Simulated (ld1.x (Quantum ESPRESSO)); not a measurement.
u(r) = r·R(r): atom against pseudo-atom (Cl)

Columns: radius, all-electron u(r) and pseudo u(r) of the 3p shell (level -8.61 eV) of chlorine in the configuration [He] 2s2 2p6 3s2 3p5; PBE, non-relativistic, PAW scheme, ld1.x (Quantum ESPRESSO) 7.5.

```
r (bohr)  all-electron   pseudo
   0.042        0.0544   0.0394
   0.085        0.1568   0.1549
   0.128        0.2520   0.3270
   0.170        0.3181   0.5223
   0.212        0.3532   0.7137
   0.255        0.3590   0.8748
   0.298        0.3389   0.9758
   0.340        0.2997   1.0019
   0.382        0.2461   0.9536
   0.425        0.1810   0.8357
   0.467        0.1110   0.6703
   0.510        0.0358   0.4723
   0.552       -0.0385   0.2733
   0.595       -0.1138   0.0836
   0.638       -0.1867  -0.0784
   0.680       -0.2548  -0.2049
   0.722       -0.3190  -0.3016
   0.765       -0.3803  -0.3767
   0.807       -0.4356  -0.4353
   0.850       -0.4874  -0.4874
   0.892       -0.5335  -0.5335
   0.935       -0.5760  -0.5760
   0.977       -0.6130  -0.6130
   1.020       -0.6463  -0.6463
   1.062       -0.6746  -0.6746
   1.105       -0.6994  -0.6994
```

(1) How many radial nodes do the two functions have?

(2) At about which radius was the pseudo-wave matched?

(3) Is the pseudo-wave norm-conserving?

Answers

(1) The all-electron 3p function has n − l − 1 = 1; the pseudo-wave has 1, since 1 lower shell of the same l stays in the valence.

(2) 0.85 bohr, where the columns begin to agree (steps of 0.04 bohr).

(3) No, it belongs to a PAW set: the norm inside the radius is not constrained, and the difference is carried by the augmentation charge.
